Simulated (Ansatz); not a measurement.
Computed with Ansatz on PBE0-D4/def2-TZVP structures; ΔE is electronic, products minus reactants. CCSD(T)/CBS is the MP2 limit (def2-TZVPP, def2-QZVPP) plus CCSD(T) − MP2 in def2-TZVPP, frozen cores. Functionals use def2-TZVPP. B3LYP here is the variant with VWN-RPA as its local correlation; programs differ in this. For Ge outer-core shells are correlated without core-valence functions, which leaves a few kJ/mol of doubt a bond. Scalar relativity is left out up to krypton. One conformer a species, not always the lowest.

`C=N[SiH2]N1BC1` + `C[CH2][GeH3]` → `C=N[SiH2][GeH3]` + `CCN1BC1`  (redistribution)

`C=N[SiH2]N1BC1`:

```xyz
13

C     1.615    1.332   -1.400
N     1.041    0.320   -1.875
Si   -0.093   -0.708   -1.071
N    -0.422   -0.237    0.552
B    -0.420    0.430    1.736
C    -1.304   -0.819    1.625
H     2.319    1.906   -2.014
H     1.466    1.706   -0.376
H    -1.357   -0.680   -1.846
H     0.466   -2.082   -1.067
H     0.051    1.368    2.284
H    -2.374   -0.751    1.436
H    -0.988   -1.784    2.016
```

`C[CH2][GeH3]`:

```xyz
11

C    -1.094    0.687   -0.643
C    -0.094   -0.459   -0.576
Ge    1.093   -0.351    0.980
H    -0.590    1.655   -0.702
H    -1.742    0.601   -1.519
H    -1.738    0.709    0.240
H     0.533   -0.480   -1.471
H    -0.610   -1.422   -0.534
H     0.265   -0.377    2.279
H     1.893    0.966    0.944
H     2.084   -1.529    1.003
```

`C=N[SiH2][GeH3]`:

Cartesian coordinates in Å:
```
C -1.648 0.499 1.586
N -0.710 0.940 0.873
Si -0.354 0.374 -0.738
Ge 1.785 -0.666 -0.684
H -2.361 -0.277 1.263
H -1.801 0.888 2.599
H -1.384 -0.589 -1.240
H -0.325 1.557 -1.636
H 2.867 0.319 -0.217
H 1.767 -1.866 0.278
H 2.164 -1.179 -2.084
```

`CCN1BC1`:

Cartesian coordinates in Å:
```
C -0.787 -1.321 -1.026
C 0.202 -0.184 -0.888
N 0.170 0.377 0.423
B -0.221 0.531 1.696
C 0.885 1.460 1.099
H -0.751 -1.739 -2.033
H -0.562 -2.119 -0.315
H -1.805 -0.974 -0.835
H -0.015 0.605 -1.619
H 1.221 -0.533 -1.102
H -0.945 0.131 2.543
H 0.663 2.474 0.760
H 1.945 1.293 1.297
```

| level | ΔE (kJ/mol) | difference from CCSD(T)/CBS |
| --- | --- | --- |
| PBE-D4 | 70.2 | -25.0 |
| r2SCAN-D4 | 86.3 | -8.9 |
| PBE0-D4 | 77.1 | -18.1 |
| B3LYP-D4 | 86.7 | -8.5 |
| ωB97X-V | 88.0 | -7.2 |
| ωB97M-V | 92.8 | -2.4 |
| B2PLYP | 91.8 | -3.4 |
| PBE | 68.4 | -26.8 |
| r2SCAN | 85.8 | -9.4 |
| PBE0 | 75.6 | -19.6 |
| B3LYP | 83.9 | -11.3 |
| HF/def2-TZVPP | 103.2 | 8.0 |
| MP2/def2-TZVPP | 101.7 | 6.5 |
| SCS-MP2/def2-TZVPP | 101.0 | 5.8 |
| CCSD/def2-TZVPP | 95.5 | 0.3 |
| CCSD(T)/def2-TZVPP | 94.3 | -0.9 |
| HF/def2-QZVPP | 103.9 | 8.7 |
| MP2/def2-QZVPP | 102.4 | 7.2 |
| SCS-MP2/def2-QZVPP | 102.1 | 6.9 |
| HF/CBS(def2) | 104.0 | 8.8 |
| MP2/CBS(def2) | 102.6 | 7.4 |
| CCSD/CBS(def2) | 96.4 | 1.2 |
| CCSD(T)/CBS | 95.2 | 0 |

Largest T1 diagnostic among the species: 0.014.

From PBE to PBE0 (25 % exact exchange), in def2-TZVPP and without D4, ΔE moves by +7.2 kJ/mol.
